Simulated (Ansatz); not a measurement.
Program: Ansatz. Geometries: PBE0-D4/def2-TZVP. ΔE: electronic, gas phase. CCSD(T)/CBS is the MP2 limit (def2-TZVPP, def2-QZVPP) plus CCSD(T) − MP2 in def2-TZVPP, frozen cores. DFT in def2-TZVPP. Elements past krypton have def2 core potentials. For Sn outer-core shells are correlated without core-valence functions, which leaves a few kJ/mol of doubt a bond. Each species was taken in one conformer, which may not be the lowest.

Consider the redistribution: `C[Si](C)([SiH3])Cl` + `C[O][SnH]([OH])[Cl]` → `C[Si](C)(O)[SiH3]` + `C[O][SnH]([Cl])[Cl]`.

| level | ΔE (kJ/mol) |
| --- | --- |
| PBE-D4 | -47.3 |
| r2SCAN-D4 | -52.0 |
| ωB97M-V | -52.0 |
| PBE | -47.8 |
| PBE0 | -51.4 |
| MP2/def2-TZVPP | -48.0 |
| CCSD(T)/def2-TZVPP | -50.3 |
| CCSD/CBS(def2) | -51.7 |

Problem. What does CCSD(T)/CBS give? (Estimate.)

Solution. The calculation gave: -49.6 kJ/mol. The listed levels differ from it by 2.3, -2.4, -2.4, 1.8, -1.8, 1.6, -0.7, -2.1 kJ/mol.

Largest T1 diagnostic among the species: 0.013.

From PBE to PBE0 (25 % exact exchange), in def2-TZVPP and without D4, ΔE moves by −3.5 kJ/mol. In def2-TZVPP, CCSD(T) changes the Hartree–Fock value by +11.9 kJ/mol (the triples alone add +2.0 kJ/mol) and MP2 by +14.3 kJ/mol.
